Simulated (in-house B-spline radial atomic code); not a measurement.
BHandHLYP excitations of O⁴⁺

Method: BHandHLYP. Computed with an all-electron radial atomic-structure program (B-spline basis): linear response of the closed shell [He] 2s2 with the functional's adiabatic kernel; scalar-relativistic (spin-free one-electron X2C), finite nucleus, no spin-orbit coupling, no double excitations, S, P, D and F terms only.

Command:
```bash
python run_td.py task.json out
```
Settings (radii: box in bohr, nucleus in fm):
```
Z                        8
electrons                4
configuration            [He] 2s2
hamiltonian              x2c
method                   bhandhlyp
box_radius               19.1
rms_radius               2.6991
intervals                73
```

Run time, properties included: 0.3 s on 1 thread of Intel(R) Xeon(R) Platinum 8488C (Sapphire Rapids), on a shared host.

The lowest states, in the order of their Tamm-Dancoff energies; the method's threshold (minus the highest occupied level) is 107.53 eV. Labels give the largest channel, * marks a mixed state, and oscillator strengths are full-response dipole values. Semilocal kernels can invert the small singlet-triplet splittings of Rydberg terms. Energies in eV:

```json
{"state": "2s → 2p 3P", "full response": "6.571", "Tamm-Dancoff": "8.253", "oscillator strength": "-"}
{"state": "2s → 2p 1P", "full response": "17.894", "Tamm-Dancoff": "18.779", "oscillator strength": "0.49"}
{"state": "2s → 3s 3S", "full response": "65.14", "Tamm-Dancoff": "65.16", "oscillator strength": "-"}
{"state": "2s → 3s 1S", "full response": "67.55", "Tamm-Dancoff": "67.58", "oscillator strength": "-"}
{"state": "2s → 3p 3P", "full response": "69.12", "Tamm-Dancoff": "69.13", "oscillator strength": "-"}
{"state": "2s → 3p 1P", "full response": "70.12", "Tamm-Dancoff": "70.12", "oscillator strength": "0.395"}
{"state": "2s → 3d 3D", "full response": "71.29", "Tamm-Dancoff": "71.32", "oscillator strength": "-"}
{"state": "2s → 3d 1D", "full response": "73.12", "Tamm-Dancoff": "73.13", "oscillator strength": "-"}
{"state": "2s → 4s 3S", "full response": "86.08", "Tamm-Dancoff": "86.09", "oscillator strength": "-"}
{"state": "2s → 4s 1S", "full response": "86.78", "Tamm-Dancoff": "86.79", "oscillator strength": "-"}
{"state": "2s → 4p 3P", "full response": "87.58", "Tamm-Dancoff": "87.58", "oscillator strength": "-"}
{"state": "2s → 4p 1P", "full response": "87.88", "Tamm-Dancoff": "87.88", "oscillator strength": "0.113"}
{"state": "2s → 4d 3D", "full response": "?", "Tamm-Dancoff": "?", "oscillator strength": "-"}
{"state": "2s → 4d 1D", "full response": "89.05", "Tamm-Dancoff": "89.05", "oscillator strength": "-"}
{"state": "2s → 4f 3F", "full response": "?", "Tamm-Dancoff": "?", "oscillator strength": "-"}
{"state": "2s → 4f 1F", "full response": "89.26", "Tamm-Dancoff": "89.26", "oscillator strength": "-"}
```

Where does 2s → 4f 3F lie?

At 89.12 eV in full response, 89.12 eV in Tamm-Dancoff.

Where does 2s → 4d 3D lie?

At 88.51 eV in full response, 88.52 eV in Tamm-Dancoff.

How large is the singlet-triplet splitting of 2s → 2p (P terms) in Tamm-Dancoff?

10.5 eV, from the unrounded values.

What polarisabilities and dispersion coefficient does the method give?

Dipole 1.236 bohr³, quadrupole 0.5046 bohr⁵, C6 0.8505 hartree·bohr⁶ for two such species.
